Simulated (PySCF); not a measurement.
# Ru: electron affinity

Ru⁻ [Kr] 4d7 5s2 (4F) → Ru [Kr] 4d7 5s1 (5F), as a difference of total energies. All numbers are calculated (PySCF 2.14, scalar relativity through the core potential, in aug-cc-pwCVDZ-PP with ECP28MDF (6s6p5d3f, 70 functions)). Correlated levels: valence: 4s2 4p6 frozen. The calculations carry no spin-orbit coupling.

| method | electron affinity (eV) | difference from reference (eV) |
| --- | --- | --- |
| UHF | -0.156 | -1.202 |
| MP2 (valence) | 0.572 | -0.474 |
| SCS-MP2 (valence) | 0.667 | -0.379 |
| CCSD (valence) | 0.790 | -0.256 |
| CCSD(T) (valence) | 0.904 | -0.142 |

Reference: 1.046 eV (measured; photodetachment measurements, as compiled on the Wikipedia data page of electron affinities).

The reference lies between the lowest fine-structure levels, while these numbers refer to the centres of the terms.

Errors of the correlated levels include the incompleteness of this basis and the frozen core.

A negative affinity means that the anion lies above the atom at that level of theory.

The coupled-cluster amplitudes are large for Ru⁻ (T1 above 0.03 or a double amplitude above 0.15), so a single reference is strained.
